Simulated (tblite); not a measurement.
C4H8O2S, charge +1, doublet, at a GFN2-xTB geometry (a state made from the parent by changing its charge; the spin is typed, not shown lowest); GFN1-xTB in tblite.

Input for tblite:
```
$ tblite run mol.xyz --method gfn1 --charge 1 --spin 1 --efield 0,0,0.1 --json tblite.json --no-restart

# file mol.xyz
15

O      1.58426261     0.87244591    -0.69385620
S      0.62846265     0.41611043     0.25219912
O      0.77092695     0.68694499     1.63898277
C     -1.10509964     0.92985171    -0.31407686
C     -1.57533113    -0.32285741    -0.99232587
C     -1.15979275    -1.48809120    -0.10526657
C      0.33548013    -1.43942329     0.00523214
H     -1.60648182     1.16065827     0.62430257
H     -1.01402086     1.80610178    -0.95092812
H     -2.66486713    -0.26981489    -1.11531638
H     -1.13880551    -0.41867607    -1.98892930
H     -1.45046683    -2.45498247    -0.53614791
H     -1.62989171    -1.41450173     0.87786405
H      0.76419537    -1.97151335     0.85067432
H      0.87187997    -1.64704436    -0.91909486
```

The log (banner, timings and long lists left out):

```
xTB calculator
 | screened Coulomb repulsion
 | Coulomb electrostatics
 |  * isotropic Klopman-Ohno-Mataga-Nishimoto electrostatics
 |  * onsite third-order electrostatics
 | DFT-D3(BJ) dispersion correction
 | Interactions (1)
 | [1] electric field

halogen bonding energy    0.0000000000000E+00 Eh
repulsion energy          2.4667423863364E-01 Eh
dispersion energy        -6.7440829167306E-03 Eh
interaction energy        0.0000000000000E+00 Eh
number of electrons       4.1000000000000E+01 e
integral cutoff           1.9731147476801E+01 bohr

------------------------------------------------------------
  cycle        total energy    energy error   density error
------------------------------------------------------------
      1     -24.59482247366  -2.4834753E+01   4.1889781E-01
      2     -24.57380481547   2.1017658E-02   2.8131929E-01
      3     -24.47348956921   1.0031525E-01   2.3748588E-01
      4     -25.21835394476  -7.4486438E-01   2.5373897E-02
      5     -25.22053756116  -2.1836164E-03   1.3451737E-02
      6     -25.22038441430   1.5314686E-04   6.5449106E-03
      7     -25.22063313798  -2.4872368E-04   1.1128961E-03
      8     -25.22063156705   1.5709239E-06   5.2078610E-04
      9     -25.22063607820  -4.5111444E-06   1.5099712E-04
     10     -25.22063635907  -2.8087366E-07   7.4830857E-05
     11     -25.22063647758  -1.1851174E-07   9.8683894E-06
------------------------------------------------------------

electronic energy        -2.5460566633301E+01 Eh
total energy             -2.5220636477584E+01 Eh

Post processing:
 | Mayer-Wiberg bond orders

[Info] JSON dump of results written to 'tblite.json'
```
